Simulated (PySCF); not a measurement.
Input file for PySCF: R-HF/3-21G on CH4O (SMILES CO).

```python
from pyscf import gto, scf, dft, mp
from pyscf.data.elements import chemcore

mol = gto.M(
    atom='''
    C     0.13632074   -0.07180237   -0.24360279
    O     0.37616137    0.91958617    0.73599155
    H     0.78906321   -0.94520369   -0.12156709
    H     0.34250758    0.37162305   -1.21820739
    H    -0.90467890   -0.41821696   -0.23988016
    H     0.20181930    0.53538961    1.61094881
    ''',
    basis='3-21g',
    charge=0, spin=0, verbose=3, max_memory=1800)
mf = scf.RHF(mol)
mf.conv_tol = 1e-8
mf.max_cycle = 100
mf.kernel()
if not mf.converged:
    mf = mf.newton().run(mf.mo_coeff, mf.mo_occ)
```

Give the final energy of this run.

-114.3971 hartree.
